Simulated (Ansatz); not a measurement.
Reaction (formal exchange of groups at a C–C bond): `C#COC(C)F` + BH₃ → `BC(F)OC#C` + CH₄

Computed with Ansatz on PBE0-D4/def2-TZVP structures; ΔE is electronic, products minus reactants. CCSD(T)/CBS is the MP2 limit (def2-TZVPP, def2-QZVPP) plus CCSD(T) − MP2 in def2-TZVPP, frozen cores. This one scheme is used for every species. Functionals use def2-TZVPP. One conformer a species, not always the lowest.

```csv
level,ΔE (kJ/mol)
r2SCAN,-14.3
PBE0,-14.5
```

(1) What does CCSD(T)/CBS give? (Best estimate.)

Largest T1 diagnostic among the species: 0.013.

Answers

(1) Computed: -10.9 kJ/mol. The listed levels differ from it by -3.4, -3.6 kJ/mol.

From PBE to PBE0 (25 % exact exchange), in def2-TZVPP and without D4, ΔE moves by +6.6 kJ/mol. In def2-TZVPP, CCSD(T) changes the Hartree–Fock value by −4.8 kJ/mol (the triples alone add −0.5 kJ/mol) and MP2 by −3.3 kJ/mol.
